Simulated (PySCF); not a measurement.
Species: methyl benzoate, C8H8O2.
SMILES with atom numbers: `[CH3:1][O:2][C:3](=[O:4])[c:5]1[cH:6][cH:7][cH:8][cH:9][cH:10]1` (hydrogens: H11, H12, H13 on C1; H14 on C6; H15 on C7; H16 on C8; H17 on C9; H18 on C10)

The same species was optimised twice, with GFN2-xTB and with PBE0-D3(BJ)/def2-SVP (PySCF), and the same property calculations (PySCF, gas phase) were run on both structures.

| coordinate | GFN2-xTB | PBE0-D3(BJ)/def2-SVP | change |
| --- | --- | --- | --- |
| C9–C10 (Å) | 1.383 | 1.392 | +0.009 |
| C7–C8 (Å) | 1.386 | 1.396 | +0.010 |
| C6–C7 (Å) | 1.382 | 1.391 | +0.009 |
| C8–C9 (Å) | 1.386 | 1.395 | +0.009 |
| C5–C10 (Å) | 1.392 | 1.399 | +0.007 |
| C5–C6 (Å) | 1.393 | 1.399 | +0.006 |
| C3–C5 (Å) | 1.482 | 1.487 | +0.005 |
| O2–C3 (Å) | 1.343 | 1.339 | -0.004 |
| C1–O2 (Å) | 1.418 | 1.415 | -0.003 |
| C3=O4 (Å) | 1.207 | 1.206 | -0.001 |
| C3–C5–C6 (°) | 118.2 | 117.8 | -0.4 |
| C3–C5–C10 (°) | 122.0 | 122.2 | +0.2 |
| C6–C5–C10 (°) | 119.8 | 120.0 | +0.2 |
| C1–O2–C3 (°) | 115.9 | 115.8 | -0.1 |
| O4–C3–C5 (°) | 124.5 | 124.6 | +0.1 |
| C8–C9–C10 (°) | 120.2 | 120.1 | -0.1 |
| C5–C6–C7 (°) | 120.1 | 120.1 | 0.0 |
| O2–C3–O4 (°) | 122.9 | 122.9 | 0.0 |
| C1–O2–C3–O4 (°) | 0 | 0 | 0 |
| O2–C3–C5–C6 (°) | 180 | 180 | 0 |

Rotational constants: A = 3558, B = 851.2, C = 689.9 MHz (GFN2-xTB) against A = 3536, B = 846.2, C = 685.8 MHz (PBE0-D3(BJ)/def2-SVP). Atoms that the bonding makes alike are paired by their places after alignment.

On the GFN2-xTB structure: HOMO (eV) -7.62 [PBE0/pcSseg-1]; LUMO (eV) -1.36 [PBE0/pcSseg-1]; dipole (D) 1.93 [PBE0/pcSseg-1]; GIAO shielding of C1 (ppm) 132.9 [PBE0/pcSseg-1]; GIAO shielding of O2 (ppm) 157.8 [PBE0/pcSseg-1]; GIAO shielding of C3 (ppm) 13.7 [PBE0/pcSseg-1]; GIAO shielding of O4 (ppm) -80.7 [PBE0/pcSseg-1]; GIAO shielding of C5 (ppm) 52.2 [PBE0/pcSseg-1]; GIAO shielding of C6/C10 (mean) (ppm) 50.1 [PBE0/pcSseg-1]; GIAO shielding of C7/C9 (mean) (ppm) 53.4 [PBE0/pcSseg-1]; GIAO shielding of C8 (ppm) 48.1 [PBE0/pcSseg-1].

Question: What do these properties become on the PBE0-D3(BJ)/def2-SVP structure?

Answer: 
| property | level | on GFN2-xTB | on PBE0-D3(BJ)/def2-SVP | change |
| --- | --- | --- | --- | --- |
| HOMO (eV) | PBE0/pcSseg-1 | -7.62 | -7.59 | +0.03 |
| LUMO (eV) | PBE0/pcSseg-1 | -1.36 | -1.38 | -0.02 |
| dipole (D) | PBE0/pcSseg-1 | 1.93 | 1.92 | -0.01 |
| energy, GFN2-xTB geometry as zero (kcal/mol) | PBE0/pcSseg-1 | 0.0 | 0.0 | 0.0 |
| GIAO shielding of C1 (ppm) | PBE0/pcSseg-1 | 132.9 | 132.2 | -0.7 |
| GIAO shielding of O2 (ppm) | PBE0/pcSseg-1 | 157.8 | 158.7 | +0.9 |
| GIAO shielding of C3 (ppm) | PBE0/pcSseg-1 | 13.7 | 14.4 | +0.7 |
| GIAO shielding of O4 (ppm) | PBE0/pcSseg-1 | -80.7 | -77.9 | +2.8 |
| GIAO shielding of C5 (ppm) | PBE0/pcSseg-1 | 52.2 | 50.6 | -1.6 |
| GIAO shielding of C6/C10 (mean) (ppm) | PBE0/pcSseg-1 | 50.1 | 48.0 | -2.1 |
| GIAO shielding of C7/C9 (mean) (ppm) | PBE0/pcSseg-1 | 53.4 | 51.0 | -2.4 |
| GIAO shielding of C8 (ppm) | PBE0/pcSseg-1 | 48.1 | 45.7 | -2.4 |

The heavy atoms differ by 0.010 Å rms after alignment. Among bonds between heavy atoms C6–C7, C7–C8, C8–C9 and C9–C10 change most and about equally (+0.009 to +0.010 Å). Changes are differences of the printed values. Neither structure is proved a minimum here.

The values belong to the conformer `[CH3:1][O:2][C:3](=[O:4])[c:5]1[cH:6][cH:7][cH:8][cH:9][cH:10]1`: C1–O2–C3–O4 0°, O2–C3–C5–C6 180°.
